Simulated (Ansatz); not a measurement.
Ag₇Se⁺, relaxed as a singlet with RKS PBE0-D4/def2-SVP in Ansatz, starting from the GFN1-xTB geometry. Force threshold 0.02 eV/Å.

In the def2 sets Ag takes a core potential; there is no spin–orbit coupling. The relaxation made no stability test and no search for a lower SCF solution. No other spin state of charge 1 was run. Another isomer (singlet) lies 0.18 eV lower at PBE0-D4/def2-TZVP; other spin states weren't run for this one.

Start:

```xyz
8

Ag    1.428   -2.132    0.635
Ag   -1.098   -0.944    0.182
Ag   -1.301    1.849   -0.217
Ag    0.568   -1.525   -1.989
Ag    1.286    0.571   -0.242
Ag   -1.758    0.064   -2.331
Ag    0.438   -0.086    2.440
Se    0.436    2.202    1.521
```

Q: Estimate the energy that the relaxation releases and the steps that it takes.

A: 0.14 eV, in 15 steps; 5.5 min on 4 threads of Arm Neoverse V1 on a shared host. No frequencies were taken in this run, so the end may be a saddle point.

Q: Does the start keep its bonding?

A: Bonds formed: Ag2–Se8, Ag3–Ag4 (atoms count from 1).

Q: Predict the relaxed structure.

A: 
```
atom   x (Å)   y (Å)   z (Å)
 Ag1   1.435  -2.194   0.436
 Ag2  -1.072  -0.527   0.441
 Ag3  -0.789   1.751  -1.024
 Ag4   0.341  -1.011  -1.866
 Ag5   1.728   0.573   0.165
 Ag6  -2.233  -0.217  -2.296
 Ag7   0.682  -0.291   2.636
 Se8  -0.091   1.916   1.508
```
Bond lengths (bridged metal pairs left out): 10 × Ag–Ag 2.73 to 3.10 Å; 4 × Ag–Se 2.60 to 2.84 Å.
